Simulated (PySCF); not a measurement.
Question: Write a Z-matrix for InChI=1S/BF3H3N/c2-1(3,4)5/h5H3 as optimised with PBE0-D3(BJ)/def2-SVP.

Answer: 
Z-matrix in Å and degrees, rows numbered from 1:
```
N 
B   1  1.6755
F   2  1.3666  1  104.02
F   2  1.3662  1  103.83  3  -120.15
F   2  1.3660  1  103.78  3   120.03
H   1  1.0205  2  110.14  3   -64.66
H   1  1.0205  2  109.95  3   175.45
H   1  1.0204  2  110.25  3    55.48
```

All 3 B–F bonds measure 1.366 to 1.367 Å. B2 (four-coordinate boron) is distorted tetrahedral (angles from 103.8° to 114.5°). N1 (nitrogen bonded to B and 3 H) is tetrahedral (angles from 108.8° to 110.2°).

Computed, not measured: PySCF, PBE0-D3(BJ)/def2-SVP geometry optimisation, gas phase.

Point group: near C3v, missed by 0.10 Å at most; the miss may be what the optimiser left on a soft mode (C3 holds within 0.08 Å). Stationary, but not proved a minimum.

On one thread of an x86-64 server, shared host, this took 24 s. These figures are those of the optimisation.
